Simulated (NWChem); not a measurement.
Molecule: CH₄GeO, singlet; SMILES C[O][GeH]

```xyz
7

Ge    -0.0399    -0.8149     0.0000
H     -1.6138    -0.4236     0.0000
O      0.5379     0.8668     0.0000
C     -0.1997     2.0537     0.0000
H      0.0525     2.6566     0.8893
H      0.0525     2.6566    -0.8893
H     -1.2905     1.8702     0.0000
```
Atoms are numbered in this order, from 1.

Low-valent species are run as closed-shell singlets; no triplet was tried in these runs. Geometry: optimised at PBE0/def2-SVP.

**Question.** Give the principal values of the shielding tensors (ppm) of Ge1, O3, C4 from B3LYP/6-31G* (spherical d), GIAO (NWChem), with their diamagnetic and paramagnetic parts as GIAO splits them.

**Answer.** 
```
atom     σ11     σ22     σ33  isotropic  diamagnetic  paramagnetic
----  ------  ------  ------  ---------  -----------  ------------
Ge1   -181.8  1220.3  1425.0      821.2       2755.4       -1934.2
O3    -319.2    18.8   348.4       16.0        388.7        -372.7
C4      77.7   101.2   181.8      120.2        247.8        -127.6
```
